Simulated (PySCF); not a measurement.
**Eu (europium, neutral) across methods**

[Xe] 4f7 5d2, high-spin 10F determinant (an excited configuration). Computed with PySCF 2.14 in x2c-TZVPPall (11s7p7d4f2g, 113 functions), with scalar relativity by spin-free X2C-1e.

```json
{"method": "PBE", "E (hartree)": "-10843.23", "mean ε 5p β (eV)": "-19.738", "mean ε 4f α (eV)": "-1.812", "mean ε 5d α (eV)": "-1.218", "Σ⟨r²⟩ (bohr²)": "79.34", "⟨S²⟩": "24.753"}
{"method": "PBE0", "E (hartree)": "-10843.16", "mean ε 5p β (eV)": "-21.171", "mean ε 4f α (eV)": "-4.267", "mean ε 5d α (eV)": "-1.731", "Σ⟨r²⟩ (bohr²)": "77.90", "⟨S²⟩": "24.754"}
{"method": "r2SCAN", "E (hartree)": "-10843.54", "mean ε 5p β (eV)": "-19.998", "mean ε 4f α (eV)": "-1.776", "mean ε 5d α (eV)": "-1.227", "Σ⟨r²⟩ (bohr²)": "77.41", "⟨S²⟩": "24.756"}
{"method": "UHF", "E (hartree)": "-10839.48345", "mean ε 5p β (eV)": "-24.704", "mean ε 4f α (eV)": "-11.779", "mean ε 5d α (eV)": "-3.062", "Σ⟨r²⟩ (bohr²)": "78.45", "⟨S²⟩": "24.756"}
{"method": "LDA", "E (hartree)": "-10835.31", "mean ε 5p β (eV)": "-19.958", "mean ε 4f α (eV)": "-1.981", "mean ε 5d α (eV)": "-1.212", "Σ⟨r²⟩ (bohr²)": "78.71", "⟨S²⟩": "24.753"}
```

Spin-orbit coupling, absent here, splits the open shell strongly.
